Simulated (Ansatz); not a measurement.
Relaxation of FH₄MgNSi (8 atoms, charge 0, multiplicity 1), to a largest force component of 0.015 eV/Å in at most 40 steps.

These are results of RKS PBE-D4/STO-3G (Ansatz), not measurements.

```xyz
8
Properties=species:S:1:pos:R:3
F 0.917 -2.597 0.811
Mg 1.389 -1.003 1.253
N 0.809 0.507 0.226
Si -0.821 0.552 -0.344
H 1.474 0.694 -0.515
H -1.639 0.517 0.882
H -1.231 -0.516 -1.274
H -0.899 1.847 -1.039
```

Question: Where does it end, and by what steps?

Answer: It converged. Limits of this set-up: minimal basis. After 13 steps the energy has fallen by 0.856 eV; F1 moved furthest, 0.96 Å.

```csv
step,energy less start (eV),largest force component (eV/Å),accepted
0,0.0000,2.845,yes
1,-0.4186,0.997,yes
2,-0.6237,1.384,yes
3,-0.7718,0.814,yes
4,-0.8195,0.499,yes
5,-0.8437,0.236,yes
6,-0.8508,0.220,yes
7,-0.8527,0.133,yes
8,-0.8552,0.041,yes
9,-0.8520,0.163,no
10,-0.8556,0.032,yes
11,-0.8556,0.029,yes
12,-0.8556,0.029,no
13,-0.8556,0.004,yes
```

```xyz
8
Properties=species:S:1:pos:R:3
F 1.432 -2.792 1.604
Mg 1.121 -1.309 0.858
N 0.840 0.424 0.183
Si -0.815 0.705 -0.386
H 1.463 0.589 -0.666
H -1.714 0.375 0.714
H -1.278 -0.089 -1.537
H -1.048 2.096 -0.770
```

Time of the run: 57 s on 1 thread of AMD EPYC (Zen 3), on a shared host, peak memory 0.15 GiB.
